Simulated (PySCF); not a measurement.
GeH3Cl, optimised at PBE0/def2-TZVP:

```xyz
5

Ge    -0.0147     0.0003     0.0041
Cl    -0.0165     0.8520    -1.9758
H     -0.0213    -1.5230    -0.1600
H      1.2571     0.4893     0.7044
H     -1.2788     0.4996     0.7112
```

Energies from PySCF (xtb for GFN2), thermal terms from the rigid-rotor harmonic-oscillator model, ideal gas at 1 bar. 6-31G* has spherical d functions here. All species are closed-shell singlets. B3LYP is the form with VWN-RPA correlation. Ge: all electrons, no relativistic terms.

**Question.** List the harmonic frequencies (cm⁻¹, unscaled) at this level and at the other levels, each on its own geometry.

**Answer.** 
- PBE0/def2-TZVP: 427, 596, 596, 849, 871, 871, 2177, 2188, 2188
- B3LYP/6-31G*: 407, 589, 589, 844, 866, 866, 2137, 2158, 2158
- GFN2-xTB: 390, 540, 540, 769, 829, 829, 1936, 2018, 2018
- HF/6-31G*: 431, 646, 647, 930, 958, 958, 2280, 2281, 2284
- PBE/def2-SVP: 412, 579, 579, 834, 839, 839, 2092, 2109, 2109
